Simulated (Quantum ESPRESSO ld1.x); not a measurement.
Er28+, configuration [Kr] 4d4. Calculated with ld1.x of Quantum ESPRESSO 7.5: scalar-relativistic Kohn-Sham, revPBE, spin-unpolarised, spherical densities, point nucleus.

Radial electron density D(r) = 4 pi r^2 rho(r):

```
   r/bohr * D(r) (the largest magnitude, 122, reaches the edge; | marks zero)
 0.002088 |      *
 0.002373 |        *
 0.002719 |          *
  0.00309 |            *
 0.003512 |              *
 0.004024 |                 *
 0.004573 |                    *
 0.005198 |                       *
 0.005908 |                          *
 0.006768 |                             *
 0.007693 |                                *
 0.008743 |                                   *
 0.009937 |                                     *
  0.01138 |                                       *
  0.01294 |                                        *
  0.01471 |                                        *
  0.01671 |                                        *
  0.01915 |                                      *
  0.02176 |                                     *
  0.02474 |                                    *
  0.02834 |                                    *
  0.03221 |                                     *
  0.03661 |                                        *
  0.04161 |                                            *
  0.04767 |                                                 *
  0.05418 |                                                    *
  0.06157 |                                                      *
  0.06998 |                                                     *
  0.08018 |                                                 *
  0.09113 |                                            *
   0.1036 |                                         *
   0.1187 |                                        *
   0.1349 |                                          *
   0.1533 |                                              *
   0.1742 |                                               *
   0.1996 |                                             *
   0.2268 |                                     *
   0.2578 |                            *
    0.293 |                    *
   0.3357 |                *
   0.3816 |                *
   0.4337 |                *
   0.4929 |               *
   0.5647 |           *
   0.6418 |       *
   0.7294 |   *
   0.8357 |*
   0.9498 *
    1.079 *
    1.227 *
    1.406 *
    1.598 *
```

D(r) has 4 maxima, at r = 0.0140, 0.0621, 0.174, 0.430 bohr, and minima at 0.0268, 0.114, 0.364 bohr, inside which lie 1.93, 11.04, 29.34 electrons.
